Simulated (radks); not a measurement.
Effect of the nuclear size on neutral silver, [Kr] 4d10 5s1. All-electron calculation, Dirac Kohn-Sham, exchange-only LDA, spin-unpolarised, spherical densities, finite nucleus; Fermi nuclear charge, rms radius 4.5454 fm. Program: a radial shooting solver on a logarithmic mesh with Libxc functionals. The rms radius is varied about that value; shifts are against it.

| rms radius (fm) | total energy shift (eV) | density at nucleus (e/bohr^3) | 1s1/2 shift (meV) | 2s1/2 shift (meV) | 3p1/2 shift (meV) | 4s1/2 shift (meV) | 4p1/2 shift (meV) | 5s1/2 shift (meV) |
|---|---|---|---|---|---|---|---|---|
| 3.8318 | -0.816 | 1.485e+05 | -344 | -38.4 | 0.433 | -1.35 | 0.082 | -0.067 |
| 4.1818 | -0.431 | 1.467e+05 | -182 | -20.3 | 0.228 | -0.715 | 0.043 | -0.036 |
| 4.5454 | 0 | 1.451e+05 | 0.000 | 0.000 | 0.000 | 0.000 | 0.000 | 0.000 |
| 4.7454 | 0.250 | 1.442e+05 | 105 | 11.8 | -0.133 | 0.415 | -0.025 | 0.021 |
| 5.1227 | 0.748 | 1.428e+05 | 315 | 35.2 | -0.396 | 1.24 | -0.075 | 0.062 |

Slopes of the eigenvalues against <r^2> in GHz/fm^2, as finite differences over the two radii next to the reference (eigenvalue slopes, not the field-shift constants of lines): 1s1/2 13800, 2s1/2 1540, 3p1/2 -17.4, 4s1/2 54.3, 4p1/2 -3.27, 5s1/2 2.70.
